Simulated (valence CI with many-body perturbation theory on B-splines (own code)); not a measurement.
## Energy levels of Mo8+

Computed by valence CI with perturbative core correlation (CI+MBPT): six valence electrons over a frozen Dirac-Fock core [Ar] 3d10, radial functions for each j: 9 s, 9 p, 8 d, 6 f, 3 g, 1 h, with the one-electron correlation potential Σ1 (screened to all orders), the two-electron term Σ2, the three-electron term Σ3, Breit, model QED; selected single and double excitations, second order for the rest, scaled by the run's own slope (own B-spline code, finite nucleus).

No measured levels were compared; by estimate levels hold to about 250 cm⁻¹ or 0.2 % of their energy and the worst to 1 %, as in measured heavy ions of charge 2 to 7; those with d or f electrons hold less well. Among the levels kept, up to 890 cm⁻¹ of a level comes from second order outside the variational space, and about a tenth of that is noise between levels of different J, which matters for small intervals.

Levels 1 to 32 of 32, with energies above the lowest level, 4s²4p⁴ ³P_2. "Leading %" is the weight of the configuration and term that name the level; weights of strongly mixed levels are sums over their largest components and can fall short. In the jj column 3d3/2^4 stands for four electrons in 3d with j = 3/2.

```tsv
No.	Configuration	Term	J	E (cm⁻¹)	Leading %	Leading jj	g
1	4s²4p⁴	³P	2	0	85	4s^2 4p1/2^2 4p3/2^2 (90 %)	1.441
2	4s²4p⁴	³P	0	16637	76	4s^2 4p1/2^2 4p3/2^2 (76 %)	
3	4s²4p⁴	³P	1	20542	97	4s^2 4p1/2 4p3/2^3 (97 %)	1.501
4	4s²4p⁴	¹D	2	35753	85	4s^2 4p1/2 4p3/2^3 (90 %)	1.059
5	4s²4p⁴	¹S	0	73063	75	4s^2 4p3/2^4 (76 %)	
6	4s4p⁵	³P°	2	232860	84	4s 4p1/2^2 4p3/2^3 (84 %)	1.500
7	4s4p⁵	³P°	1	245870	79	4s 4p1/2^2 4p3/2^3 (45 %)	1.474
8	4s4p⁵	³P°	0	256260	83	4s 4p1/2 4p3/2^4 (83 %)	
9	4s4p⁵	¹P°	1	295570	62	4s 4p1/2 4p3/2^4 (39 %)	1.024
10	4s²4p³4d	⁵D°	0	323260	89	4s^2 4p1/2^2 4p3/2 4d3/2 (46 %)	
11	4s²4p³4d	⁵D°	2	323660	83	4s^2 4p1/2^2 4p3/2 4d3/2 (46 %)	1.428
12	4s²4p³4d	⁵D°	3	323770	80	4s^2 4p1/2^2 4p3/2 4d3/2 (30 %)	1.450
13	4s²4p³4d	⁵D°	1	323940	91	4s^2 4p1/2 4p3/2^2 4d3/2 (44 %)	1.484
14	4s²4p³4d	⁵D°	4	325930	87	4s^2 4p1/2^2 4p3/2 4d5/2 (48 %)	1.472
15	4s²4p³4d	³D°	2	336970	46	4s^2 4p1/2^2 4p3/2 4d5/2 (52 %)	1.042
16	4s²4p³4d	³D°	3	345470	65	4s^2 4p1/2 4p3/2^2 4d5/2 (75 %)	1.292
17	4s²4p³4d	³D°	1	347320	93	4s^2 4p1/2 4p3/2^2 4d5/2 (42 %)	0.534
18	4s²4p³4d	³F°	2	350030	58	4s^2 4p1/2 4p3/2^2 4d3/2 (76 %)	0.873
19	4s²4p³4d	¹S°	0	351510	86	4s^2 4p1/2 4p3/2^2 4d5/2 (42 %)	
20	4s²4p³4d	³F°	3	353430	67	4s^2 4p1/2 4p3/2^2 4d3/2 (69 %)	1.125
21	4s²4p³4d	³F°	4	358630	66	4s^2 4p1/2 4p3/2^2 4d5/2 (62 %)	1.207
22	4s²4p³4d	³G°	3	362240	70	4s^2 4p1/2 4p3/2^2 4d3/2 (30 %)	0.843
23	4s²4p³4d	³F°	4	365880	46	4s^2 4p1/2 4p3/2^2 4d5/2 (61 %)	1.148
24	4s²4p³4d	³G°	5	370870	97	4s^2 4p1/2 4p3/2^2 4d5/2 (97 %)	1.200
25	4s²4p³4d	¹G°	4	372130	75	4s^2 4p1/2 4p3/2^2 4d3/2 (72 %)	1.024
26	4s²4p³4d	³D°	1	380520	91	4s^2 4p1/2 4p3/2^2 4d3/2 (31 %)	0.537
27	4s²4p³4d	¹D°	2	381820	59	4s^2 4p1/2 4p3/2^2 4d3/2 (59 %)	0.992
28	4s²4p³4d	³P°	0	387570	83	4s^2 4p1/2 4p3/2^2 4d5/2 (32 %)	
29	4s²4p³4d	³P°	1	388560	78	4s^2 4p1/2^2 4p3/2 4d5/2 (24 %)	1.465
30	4s²4p³4d	³D°	2	393070	73	4s^2 4p1/2 4p3/2^2 4d5/2 (71 %)	1.148
31	4s²4p³4d	³F°	3	395380	78	4s^2 4p1/2 4p3/2^2 4d5/2 (48 %)	1.064
32	4s²4p³4d	³F°	2	396740	69	4s^2 4p3/2^3 4d3/2 (31 %)	0.842
```

Names give the largest LS component (configuration and term), which can be under half, so a name can repeat, a term be missing and a line seem to break the LS rules; names also repeat where a configuration has a term twice.

The ionisation energy to 4s²4p³ ⁴S°3/2 of the next ion comes out as 163.97 eV (NIST: 164.12 ± 0.09 eV (measured)). All 32 levels together are meant to be complete up to 397050 cm⁻¹.
